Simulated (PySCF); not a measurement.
Broadened absorption spectrum of [C6H4FN2]+

Compound: C6H4FN2 (charge +1).
Cartesian coordinates in Å at the GFN2-xTB level; atoms count from 1:
```
atom  x, y, z in Å
N1     3.5768   -0.5084   -0.0649
C2     2.4485   -0.3316   -0.0445
C3     1.0437   -0.1008   -0.0200
C4     0.5080    1.1780   -0.0469
C5    -0.8764    1.3345   -0.0219
C6    -1.7054    0.2221    0.0289
C7    -1.1114   -1.0283    0.0538
F8    -1.7976   -2.1377    0.1011
N9     0.2186   -1.1718    0.0294
H10    1.1674    2.0324   -0.0870
H11   -1.3061    2.3253   -0.0430
H12   -2.7820    0.3032    0.0491
H13    0.6116   -2.1164    0.0482
```

The calculation used PySCF, TDDFT B3LYP/def2-SVPD, vertical, gas phase, core orbitals frozen in the response.

Computed states:

```json
{"state": "S1", "E (eV)": "4.78", "f": "0.242"}
{"state": "S2", "E (eV)": "5.34", "f": "0.0000"}
{"state": "S3", "E (eV)": "5.75", "f": "0.052"}
{"state": "S4", "E (eV)": "5.78", "f": "0.0028"}
{"state": "S5", "E (eV)": "6.34", "f": "0.0086"}
{"state": "S6", "E (eV)": "6.69", "f": "0.244"}
{"state": "S7", "E (eV)": "6.74", "f": "0.0002"}
{"state": "S8", "E (eV)": "7.08", "f": "0.0014"}
```

Each state is given a Gaussian of 0.4 eV full width at half maximum, with ε(max) = 2.175×10⁸ f / Δν̃ (Δν̃ the width in cm⁻¹). The cross-section is σ = 3.8235×10⁻²¹ ε cm², given in Mb (10⁻¹⁸ cm²). The width is an assumption, not a result. The curve ends short of the highest state used, and states not computed would add to its high-energy end.

Q: What does the envelope look like, and where are its maxima?

A: 
(λ (nm), σ (Mb)): (191.5, 29.42), (195.1, 11.06), (198.7, 3.91), (202.3, 2.46), (205.9, 4.36), (209.6, 8.90), (213.2, 13.08), (216.8, 13.78), (220.4, 10.67), (224.0, 6.25), (227.7, 2.80), (231.3, 1.19), (234.9, 1.18), (238.5, 3.20), (242.1, 8.61), (245.7, 18.78), (249.4, 33.74), (253.0, 49.08), (256.6, 59.84), (260.2, 62.01), (263.8, 55.33), (267.5, 42.65), (271.1, 29.12), (274.7, 17.70), (278.3, 9.67), (281.9, 4.79), (285.5, 2.17), (289.2, 0.88), (292.8, 0.34), (296.4, 0.12)

Maxima: 259 nm (4.78 eV), ε about 16000, made up of S1 (100%); 216 nm (5.75 eV), ε about 3700, made up of S3 (95%) (ε in L mol⁻¹ cm⁻¹; maxima over ε = 5, shares over 10%). At its high-energy end, 6.48 eV, the curve is still rising (ε about 8000, from S6).

Q: Coming from long wavelengths, where does ε first pass 100 L mol⁻¹ cm⁻¹?

A: At about 292 nm (4.24 eV), 0.54 eV below S1.

Q: What would ε be at 4.78 eV, the highest of these maxima, with half the width (0.2 eV)?

A: About 32600 L mol⁻¹ cm⁻¹ against 16300, a factor of about 2.00; a lone state at its own centre would give exactly 2.

Q: On this curve, what absorbance would a 10⁻⁴ mol/L sample give at 222 nm over a 1 cm path?

A: 222 nm is 5.585 eV, where ε is about 2300 L mol⁻¹ cm⁻¹, so A = ε c l ≈ 0.23 (Beer–Lambert, with the gas-phase spectrum and the assumed width).
